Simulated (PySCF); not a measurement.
Where the electron goes

Species: C3H9NSi.
Z-matrix (Å and degrees, GFN2-xTB geometry), rows numbered from 1:
```
C 
C   1  1.3217
C   2  1.4843  1  125.00
Si  3  1.9098  2  111.75  1   102.85
N   4  1.7230  3  106.12  2    61.54
H   1  1.0781  2  121.52  3     1.69
H   1  1.0771  2  122.20  3  -178.83
H   2  1.0835  1  119.60  3   178.58
H   3  1.0894  2  109.96  1   -18.22
H   3  1.0898  2  109.67  1  -136.60
H   4  1.4722  3  108.47  2   -63.48
H   4  1.4641  3  110.81  2   175.46
H   5  1.0071  4  118.78  3   176.33
H   5  1.0075  4  119.01  3   -45.61
```

Theory: TDDFT wB97X-D/def2-SVPD, vertical, gas phase, core orbitals frozen in the response (PySCF).

Kohn–Sham orbitals with the atoms that hold most of them (Löwdin shares over 4%, at most four atoms; ? is withheld):

```tsv
orbital	ε (eV)	atoms
LUMO+2	2.56	Si4 15%, C1 11%, H9 11%, C3 11%
LUMO+1	2.48	Si4 24%, C2 19%, C1 17%, H13 6%
LUMO	1.76	C1 19%, Si4 18%, C2 18%, N5 7%
HOMO	-8.88	?
HOMO-1	-9.40	?
HOMO-2	-11.31	C3 19%, Si4 16%, C2 16%, H12 16%
HOMO-3	-11.67	Si4 28%, H11 18%, C3 15%, N5 13%
```

Task: Which atoms hold the HOMO, and with what shares?

Result: C1 (bonded to C and 2 H) 30%; C2 (bonded to 2 C and H) 24%; C3 (bonded to C, Si and 2 H) 14%; Si4 (bonded to C, N and 2 H) 9%. By element: carbon 69%, silicon 9%.

Task: Which atoms hold the HOMO-1, and with what shares?

Result: N5 (bonded to Si and 2 H) 54%; Si4 (bonded to C, N and 2 H) 14%; H11 (bonded to Si) 7%; H14 (bonded to N) 5%. By element: nitrogen 54%, silicon 14%, hydrogen 13% or more.

Task: How does S1 compare with the orbital gap of 10.64 eV?

Result: S1 is at 6.49 eV (f = 0.108), 4.15 eV below the gap, made of HOMO→LUMO (44%), HOMO-1→LUMO (38%). 

Next come S2 at 6.80 eV (f 0.250), HOMO→LUMO (46%), HOMO-1→LUMO (35%); S3 at 7.15 eV (f 0.042), HOMO→LUMO+1 (67%), HOMO→LUMO+3 (15%), HOMO→LUMO+2 (11%); S4 at 7.51 eV (f 0.027), HOMO→LUMO+2 (74%); S5 at 7.66 eV (f 0.016), HOMO-1→LUMO+1 (35%), HOMO-1→LUMO+2 (19%), HOMO-1→LUMO+4 (9%).

Löwdin shares depend on the basis, the more so with diffuse functions.

One conformer stands for the species.
